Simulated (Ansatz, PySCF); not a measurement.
Dimer: NH3 (SMILES N) (first 4 atoms) with SiH4 (SMILES [SiH4]); geometry from B3LYP-D3(BJ)/def2-TZVP.
(charge 0, multiplicity 1):
```xyz
9

N      0.0695     0.1640    -0.0073
H     -0.7442     0.6433     0.3597
H      0.0378    -0.7928     0.3247
H      0.8905     0.6013     0.3945
Si    -0.0119     0.0308     3.6368
H      1.2233     0.7185     3.1991
H     -0.0453    -0.0233     5.1161
H     -0.0317    -1.3463     3.0951
H     -1.1942     0.7738     3.1464
```

Monomers are frozen at their geometry in the pair; levels with a basis set take the counterpoise correction. Rows marked so take none.

Rows in 6-31G*, STO-3G carry no dispersion term and start afresh at each structure (6-31G* with six Cartesian d functions).

Programs: Ansatz (a first-principles code) with Gaussian orbitals; PySCF for 6-31G* rows, STO-3G rows, the dispersion terms. Each number belongs to the level named beside it.

Problem. One of these levels gives 0.14 kcal/mol for the interaction energy. Name it.
A. PBE-D4/def2-TZVPPD
B. BP86/6-31G* (no counterpoise)
C. BHLYP/def2-TZVPPD
D. HF/STO-3G (no counterpoise)

Solution. C, BHLYP/def2-TZVPPD. The others give 0.57 (HF/STO-3G (no counterpoise)), -1.21 (PBE-D4/def2-TZVPPD), -1.88 (BP86/6-31G* (no counterpoise))
